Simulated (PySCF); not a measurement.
Compound: C8H10P2.
SMILES with atom numbers: `[CH3:1][c:2]1[cH:3][p:4][cH:5][p:6][c:7]1[CH:8]1[CH2:9][CH2:10]1`

NICS = −σ at a ghost point: NICS(0) at the centroid of the ring atoms, NICS(1) 1 Å to either side along the normal of their mean plane, zz for the tensor component along that normal. Level: GIAO PBE0/pcSseg-1 (PySCF, non-relativistic, gas phase) on the GFN2-xTB geometry, one conformer.

Ring bond lengths (Å), with Mayer bond orders in brackets: C2–C3 1.386 (1.47), C3–P4 1.731 (1.33), P4–C5 1.725 (1.31), C5–P6 1.724 (1.32), P6–C7 1.749 (1.31), C7–C2 1.398 (1.33); C8–C9 1.508 (0.92), C9–C10 1.496 (0.98), C10–C8 1.498 (0.98).

Q: What do the NICS probes read (ppm)?

A: 
| ring | type | NICS(0) | NICS(1), two faces | NICS(1)zz, two faces | rms pucker (Å) | centre to ring atoms, mean (Å) |
| --- | --- | --- | --- | --- | --- | --- |
| C2–C3–P4–C5–P6–C7 | 6-membered ring with 2 P; formal bonds all aromatic | -6.6 | -10.2 / -10.0 | -24.1 / -24.4 | 0.00 | 1.61 |
| C8–C9–C10 | 3-membered carbocycle; formal bonds all single | -42.3 | -7.6 / -7.9 | -21.6 / -20.3 | 0.00 | 0.87 |

Q: What do they say, and how far can they be read as aromaticity?

A: 
- C2–C3–P4–C5–P6–C7: mean NICS(1)zz -24.2 ppm, shielded.
- C8–C9–C10: mean NICS(1)zz -21.0 ppm, shielded. C8, C9, C10 have four or more neighbours, so the value isn't read as a sign of a π ring current. NICS(0) lies 35 ppm below the mean NICS(1).

Q: What does the geometric index give? Use HOMA with the parameters of Krygowski (1993).

A: 
- C2–C3–P4–C5–P6–C7: HOMA 0.90; the largest term is that of P6–C7, α(R − Ropt)² = 0.31.

Q: What field does 14.1 T along the ring normal induce along that normal at the first NICS(1) probe listed for ring C8–C9–C10, 1 Å off the ring?

A: NICSzz × B0 = -21.6 ppm × 14.1 T = -305 μT, against the applied field.

Q: How shielded are the nuclei of the rings and their hydrogens (means over atoms taken as equivalent)?

A: 
```
       atoms                  environment  σ isotropic (ppm)  principal values of the symmetric part, first atom (ppm)
          C2  substituted aromatic carbon               37.2                                         -67.8, 3.4, 176.1
          C3           aromatic CH carbon               22.9                                       -128.9, 40.0, 157.6
          P4     phosphorus bonded to 2 C               65.1                                      -249.3, -78.1, 522.8
          C5           aromatic CH carbon               -5.9                                       -226.6, 19.5, 189.4
          P6     phosphorus bonded to 2 C               58.8                                      -257.9, -74.9, 509.3
          C7  substituted aromatic carbon                4.0                                      -146.0, -19.3, 177.4
          C8         benzylic-type carbon              163.7                                       132.4, 153.7, 205.1
     C9 (×2)   three-membered-ring carbon              177.0                                       141.0, 174.4, 204.3
     H on C3            aromatic hydrogen              22.47                                          19.2, 19.4, 28.8
     H on C5            aromatic hydrogen              21.01                                          15.6, 20.6, 26.8
     H on C8             methine hydrogen              29.62                                          22.4, 28.6, 37.9
H on C9 (×2)           methylene hydrogen              30.60                                          25.0, 26.2, 40.4
H on C9 (×2)           methylene hydrogen              30.53                                          26.9, 29.4, 38.4
```

The run took 41 s of wall time on Arm Neoverse V2, one thread, shared host with 96 logical CPUs at a one-minute load of 24, and the process peaked at 0.99 GiB of memory. This is the whole shielding run at PBE0/pcSseg-1, SCF included.

The values belong to the conformer `[CH3:1][c:2]1[cH:3][p:4][cH:5][p:6][c:7]1[CH:8]1[CH2:9][CH2:10]1`: P6–C7–C8–C9 -89°.
